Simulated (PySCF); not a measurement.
A side-by-side comparison of computed properties.

First species: C₄H₁₂As₂.
Z-matrix (Å and degrees, PBE0-D3(BJ)/def2-SVP geometry), rows numbered from 1:
```
C 
C   1  1.5205
C   2  1.5287  1  115.25
As  3  2.0017  2  110.27  1   -57.60
C   3  1.5205  2  112.83  1   176.07
As  5  1.9969  3  113.13  2   -60.83
H   1  1.1001  2  111.01  3  -174.48
H   1  1.1012  2  112.14  3    65.24
H   1  1.1018  2  111.07  3   -54.73
H   2  1.1055  1  108.53  3   121.19
H   2  1.1053  1  110.18  3  -123.87
H   3  1.1057  2  108.24  1    55.27
H   4  1.5258  3   94.81  2  -165.70
H   4  1.5284  3   94.32  2   -73.26
H   5  1.1004  3  110.52  2  -178.27
H   5  1.1006  3  111.06  2    63.02
H   6  1.5256  5   96.89  3    92.14
H   6  1.5255  5   94.31  3  -175.48
```

Second species: C₄H₆FNSi.
Geometry (PBE0-D3(BJ)/def2-SVP, Å), atoms numbered from 1 in this order:
```xyz
13
C4H6FNSi angstrom
F      0.7328    2.1179    0.4703
C      0.0875    0.9870    0.2285
C     -1.2501    0.7087    0.2424
C     -1.3472   -0.6772   -0.0976
C     -0.0769   -1.1541   -0.2957
N      0.8269   -0.1164   -0.0926
Si     2.5984   -0.1812   -0.2297
H     -2.0516    1.4076    0.4665
H     -2.2647   -1.2562   -0.1847
H      0.2734   -2.1476   -0.5655
H      3.2261    0.1482    1.0791
H      2.8986   -1.5833   -0.6244
H      3.0631    0.7769   -1.2695
```

Levels: B3LYP/def2-SVPD for dipole moment, HOMO energy, LUMO energy, HOMO–LUMO gap, static isotropic polarisability and electronic spatial extent ⟨r²⟩ about the centre of nuclear charge; TDDFT B3LYP/def2-SVPD for lowest singlet excitation; PBE0-D3(BJ)/def2-SVP for rotational constant A and rotational constant C. Geometries: PBE0-D3(BJ)/def2-SVP. Each structure is a single optimised conformer of the isolated species, non-relativistic unless stated; the electronic structure was computed with PySCF and density fitting.

Dipoles, sizes and rotational constants follow the conformer. The torsions of the flexible species, by atom-mapped SMILES:
- `[CH3:1][CH2:2][C@H:3]([AsH2:4])[CH2:5][AsH2:6]`: C1–C2–C3–As4 -58°, C2–C3–C5–As6 -61°, H–As4–C3–C2 -166°, H–As4–C3–C2 -73°, H–As6–C5–C3 92°, H–As6–C5–C3 -175°

```json
{"property": "dipole moment", "column X": "0.37 D", "column Y": "1.50 D"}
{"property": "HOMO energy", "column X": "-6.65 eV", "column Y": "-6.02 eV"}
{"property": "LUMO energy", "column X": "-0.23 eV", "column Y": "-0.08 eV"}
{"property": "HOMO–LUMO gap", "column X": "6.42 eV", "column Y": "5.94 eV"}
{"property": "lowest singlet excitation", "column X": "5.65 eV", "column Y": "5.08 eV"}
{"property": "static isotropic polarisability", "column X": "118.2 au", "column Y": "79.2 au"}
{"property": "electronic spatial extent ⟨r²⟩ about the centre of nuclear charge", "column X": "2124 bohr²", "column Y": "875 bohr²"}
{"property": "rotational constant A", "column X": "2.501 GHz", "column Y": "3.607 GHz"}
{"property": "rotational constant C", "column X": "0.457 GHz", "column Y": "1.329 GHz"}
```

Which column belongs to which species?

Column X is the first species and column Y the second. The first has 18 atoms and 102 electrons, the second 13 and 60.

How does each property change from the first species to the second?

dipole moment +1.13 D; HOMO energy +0.63 eV; LUMO energy +0.15 eV; HOMO–LUMO gap -0.48 eV; lowest singlet excitation -0.57 eV; static isotropic polarisability -39.0 au; electronic spatial extent ⟨r²⟩ about the centre of nuclear charge -1249 bohr²; rotational constant A +1.106 GHz; rotational constant C +0.872 GHz.

On the first: No computed singlet falls in the visible range (750 to 380 nm, 1.65 to 3.26 eV); S1 lies 2.39 eV above its blue end. The 6 singlets span 5.65 to 6.45 eV, and their oscillator strengths add up to 0.59. Relativistic effects, spin–orbit coupling among them, are left out although an element past zinc is present.

On the second: The dipole matches unit charges of opposite sign 0.31 Å apart (1 e·Å = 4.8032 D).
